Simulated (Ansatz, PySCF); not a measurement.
System: BNH3, charge 0, multiplicity 2. SMILES: [BH]N
Coordinates optimised at B3LYP-D3(BJ)/def2-TZVP (Ansatz, an electronic-structure program):
```xyz
5

B     -0.8557    -0.0049    -0.0224
N      0.5158    -0.1008     0.0086
H     -1.4780     1.0104     0.0090
H      1.1355     0.6983     0.0620
H      1.0102    -0.9785    -0.0196
```
Charge 0, spin multiplicity 2.

B3LYP/6-31G* beside other levels, property by property. Terms: frozen cores in correlated levels; UHF or UKS for open shells; 6-31G* and kin with 6d, 5d where marked; dispersion terms only where a functional's name holds one; non-relativistic; each state is the SCF solution reached for its charge and spin; spin-orbit terms left out; atomisation electronic, to ground-state atoms. CBS(X,Y): correlation extrapolated as X^-3; Hartree-Fock from the larger set. First-principles rows: single points at B3LYP-D3(BJ) geometries (Ansatz), with unscaled harmonic terms from B3LYP/6-31G* at its own minima, enthalpies of formation by atomisation with measured atoms.

Coupled cluster (Ansatz) is a level with limits of its own, used here on species with T1 under 0.025 (0.045 for open shells) and stable references: CCSD(T)/CBS(def2-TZVPPD,def2-QZVPPD).

```json
[
 {"property": "atomisation energy (kcal/mol)", "B3LYP/6-31G* (Ansatz)": "389.2", "M06-2X/6-31G* (5d) (PySCF)": "387.4", "MP2/6-31G* (Ansatz)": "350.7", "B3LYP/def2-TZVPD (Ansatz)": "395.0", "to compare with": "388.0 coupled cluster"},
 {"property": "vertical ionisation energy to the singlet (eV)", "B3LYP/6-31G* (Ansatz)": "7.93", "M06-2X/6-31G* (5d) (PySCF)": "7.89", "MP2/6-31G* (Ansatz)": "7.57", "B3LYP/def2-TZVPD (Ansatz)": "8.15", "to compare with": "8.04 coupled cluster"},
 {"property": "enthalpy of formation at 298 K (kcal/mol)", "B3LYP/6-31G* (Ansatz)": "35.6", "M06-2X/6-31G* (5d) (PySCF)": "37.3", "MP2/6-31G* (Ansatz)": "74.1", "B3LYP/def2-TZVPD (Ansatz)": "29.7", "to compare with": "36.8 coupled cluster"}
]
```

As the rows show:
- atomisation energy: B3LYP/6-31G* lies 1.2 kcal/mol above coupled cluster.
- vertical ionisation energy to the singlet: B3LYP/6-31G* lies 0.11 eV below coupled cluster.
- enthalpy of formation at 298 K: B3LYP/6-31G* lies 1.2 kcal/mol below coupled cluster.

The properties are those with a value to compare with, at most eight drawn at random. No case is left out for the size of its miss. Left out are saddle points of the reference geometry, anions that the best level run finds unbound, excited spin states, species near biochemistry, cases with under five habitual levels, runs that failed or whose electronic state is in doubt, and table entries that another table contradicts.
